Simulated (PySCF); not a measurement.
**Magnetic susceptibility: SMILES FC[SiH]1OCCO1, C$_{3}$H$_{7}$FO$_{2}$Si**

Cartesian coordinates in Å; atom numbers follow the order of the lines, from 1:
```xyz
14

F     3.235   -1.012   -0.376
C     2.317    0.017   -0.426
Si    0.631   -0.620    0.187
O    -0.114    0.451    1.179
C    -1.430    0.712    0.783
C    -1.714   -0.069   -0.524
O    -0.505   -0.593   -0.993
H     2.718    0.809    0.208
H     2.304    0.363   -1.462
H     0.739   -1.927    0.820
H    -1.533    1.790    0.632
H    -2.110    0.398    1.579
H    -2.135    0.576   -1.298
H    -2.406   -0.894   -0.330
```

The calculation used GIAO CAM-B3LYP/pcSseg-1 magnetisability, rotational g tensor and spin-rotation constants, non-relativistic, gas phase in PySCF 2.14.0. Geometry: GFN2-xTB.

(1) How diamagnetic is it, and how anisotropic?

(2) Split it along the inertial axes a, b, c into diamagnetic and paramagnetic parts about the centre of mass, with the quadrupole moment.

(3) And the rotational g tensor?

Answers

(1) Isotropic -1029 × 10⁻³⁰ J/T², or -62.0 × 10⁻⁶ cm³/mol; principal values -1159, -1015, -914 × 10⁻³⁰ J/T², anisotropy 213 × 10⁻³⁰ J/T² (root of half the summed squared differences of the principal values). The susceptibility is in cgs units.

(2) 
```
axis  χ (10⁻⁶ cm³/mol)  diamagnetic (10⁻⁶ cm³/mol)  paramagnetic (10⁻⁶ cm³/mol)  summed x² of all electrons (Å²)  quadrupole Θ (D Å)
   a             -67.7                      -314.8                        247.2                            203.6               +1.54
   b             -55.2                      -970.2                        914.9                             49.1               -5.20
   c             -63.1                     -1072.3                       1009.2                             25.1               +3.66
```
Anisotropies 2χaa − χbb − χcc = -17.0 and 2χbb − χaa − χcc = +20.3 × 10⁻⁶ cm³/mol. Θ is traceless in Buckingham's convention.

(3) 
| axis | rotational constant (GHz) | g | nuclear part | electronic part |
| --- | --- | --- | --- | --- |
| a | 5.5937 | -0.0514 | 0.5982 | -0.6496 |
| b | 1.3221 | -0.0174 | 0.5509 | -0.5683 |
| c | 1.1730 | -0.0140 | 0.5422 | -0.5562 |

Asymmetric top; isotopes 12C, 19F, 1H, 16O, 28Si; no vibrational averaging.
